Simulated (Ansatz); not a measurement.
C$_{6}$H$_{15}$Al, charge -1, doublet, geometry from GFN2-xTB (such geometries of metal compounds can be far from the true shape) (a state made from the parent by changing its charge; the spin is typed, not shown lowest) (a gas-phase anion, which may not be bound at this level); BHLYP/6-31G* run with Ansatz (a program for electronic structure).

Ansatz was given this input:
Ansatz 0.2 input:
```yaml
crystal:
  periodic: [false, false, false]
  atoms:
    - {symbol: Al, position_ang: [-0.08174234, -0.60370760, 0.00345435]}
    - {symbol: C, position_ang: [1.33013377, 0.80642034, -0.66157782]}
    - {symbol: C, position_ang: [1.57426829, 0.81951892, -2.17252085]}
    - {symbol: H, position_ang: [2.30189286, 0.61387388, -0.17377329]}
    - {symbol: H, position_ang: [1.06691520, 1.83406563, -0.35613498]}
    - {symbol: H, position_ang: [0.65304022, 1.05521127, -2.70548472]}
    - {symbol: H, position_ang: [1.90648882, -0.16241858, -2.51458247]}
    - {symbol: H, position_ang: [2.33366651, 1.55266530, -2.47820761]}
    - {symbol: C, position_ang: [-1.96087999, 0.31113359, -0.19208589]}
    - {symbol: C, position_ang: [-2.41965549, 0.58897488, -1.62454345]}
    - {symbol: H, position_ang: [-2.02584062, 1.25964818, 0.36867890]}
    - {symbol: H, position_ang: [-2.72036614, -0.33801651, 0.27967566]}
    - {symbol: H, position_ang: [-2.40967369, -0.32876494, -2.21560011]}
    - {symbol: H, position_ang: [-1.74480300, 1.29620293, -2.10624305]}
    - {symbol: H, position_ang: [-3.43453463, 1.00757754, -1.67780095]}
    - {symbol: C, position_ang: [0.13823799, -0.54359828, 2.08642075]}
    - {symbol: C, position_ang: [1.41933119, -1.19420053, 2.61040766]}
    - {symbol: H, position_ang: [-0.71527471, -1.05904239, 2.56148982]}
    - {symbol: H, position_ang: [0.09742017, 0.48319183, 2.48869044]}
    - {symbol: H, position_ang: [2.29359146, -0.68670051, 2.20280059]}
    - {symbol: H, position_ang: [1.47263747, -2.23899983, 2.29882001]}
    - {symbol: H, position_ang: [1.49887604, -1.16978880, 3.70616267]}
basis:
  gaussian:
    orbitals: 6-31G*
hamiltonian:
  xc: {name: BHLYP}
total_charge: -1
magnetization: {spin_polarized: true, initial_magnetization: 1}
accuracy: high
```

It wrote (shortened):

```
Functional definition: BHLYP
3524 factors; integrals over basis functions are off by at most 3.3e-8 eV
mean field evaluation 1: about -13052.4847 eV, gradient 3.5e1 eV
mean field evaluation 2: about -13054.2029 eV, gradient 3.0e1 eV
mean field evaluation 4: about -13058.6146 eV, gradient 7.2e-1 eV
mean field evaluation 8: about -13058.6594 eV, gradient 5.9e-2 eV
mean field evaluation 16: about -13058.6595 eV, gradient 1.4e-4 eV
mean field -13058.65950096 eV, -479.8968851829 hartree, gradient 4.8e-8 eV, S^2 0.750976; 0 other end points of the search recorded, 0 dependent functions left out
reference -13058.65953991 eV, -479.8968866143 hartree; 33, 32 occupied and 106, 107 virtual orbitals, 3524 factors
Total energy: -13058.65953991 eV, -479.8968866143 hartree
```
